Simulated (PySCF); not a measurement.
Method: PBE-D3(BJ)/def2-TZVP // B3LYP-D3(BJ)/def2-TZVP in PySCF 2.14.0. Gas-phase values, no solvent. One relaxed conformer stands for a flexible species; it need not be the lowest. Delta-SCF ions had no search for a lower state. Excitations are Tamm–Dancoff values on a coarser integration grid. The basis has no diffuse functions, so Rydberg states are missing or too high.

Reference species (SMILES): `C(=N/[H])/CB` (neutral, multiplicity 1).

```yaml
LUMO: -2.67 eV
T1 excitation (TDA): 3.32 eV
vertical ionisation energy (Delta-SCF): 9.62 eV
```

After one change: the LUMO rises by 1.02 eV; the T1 excitation (TDA) increases by 0.64 eV; the vertical ionisation energy (Delta-SCF) falls by 0.13 eV.

Question: Name the change that produced these shifts. The new species is one of these.
(A) `C=CBN` (C–C–B–N torsion 180°)
(B) `B/C=C\N`
(C) `[H]/N=C(\B)C`
(D) `B/C=C/N`

Answer: A, `C=CBN` (C–C–B–N torsion 180°)
